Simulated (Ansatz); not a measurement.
A structure relaxed at r2SCAN-D4/def2-TZVP in Ansatz, charge 1, doublet:

| atom | x (Å) | y (Å) | z (Å) |
| --- | --- | --- | --- |
| Pb1 | -0.651 | 0.136 | 1.505 |
| Se2 | -0.716 | -0.279 | -1.183 |
| Se3 | 1.366 | 0.142 | -0.322 |

Problem. Give its formula and point group.

Solution. the cluster PbSe₂⁺. Point group C2v (tolerance 0.1 Å).

Problem. Summarise the bond lengths by kind (pairs closer than 1.2 times the sum of covalent radii, bridged metal pairs left out).

Solution. 2 × Pb–Se 2.72 Å; 1 × Se–Se 2.29 Å.

In the def2 sets Pb takes a core potential; there is no spin–orbit coupling. The relaxation made no stability test and no search for a lower SCF solution. The structure comes from a short search, and lower isomers may exist.
